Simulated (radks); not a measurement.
Question: Species: V. Configuration: [Ar] 3d3 4s2. Calculated with a radial shooting solver on a logarithmic mesh with Libxc functionals: non-relativistic Kohn-Sham, LDA (Slater exchange, VWN5 correlation), spin-polarised, spherical densities, point nucleus; open shells are filled with parallel spins first. Some entries of the table are withheld. Estimate them.

orbital  occ.  eigenvalue (Ry)  <r> (bohr)
1s up       1        -390.4140     0.06718
1s down     1        -390.4138     0.06718
2s up       1        -43.63173      0.3121
2s down     1        -43.55258      0.3117
2p up       3        -36.86285      0.2757
2p down     3        -36.80186      0.2753
3s up       1         -5.12038      0.9578
3s down     1         -4.92214      0.9598
3p up       3         -3.28688         (1)
3p down     3         -3.09253         (2)
3d up       3         -0.46892       1.402
4s up       1         -0.37256         (3)
4s down     1         -0.32225         (4)
3d down     0         -0.30078       1.525

Answer: 
(1) 3p up <r> (bohr): 1.020
(2) 3p down <r> (bohr): 1.024
(3) 4s up <r> (bohr): 3.280
(4) 4s down <r> (bohr): 3.477
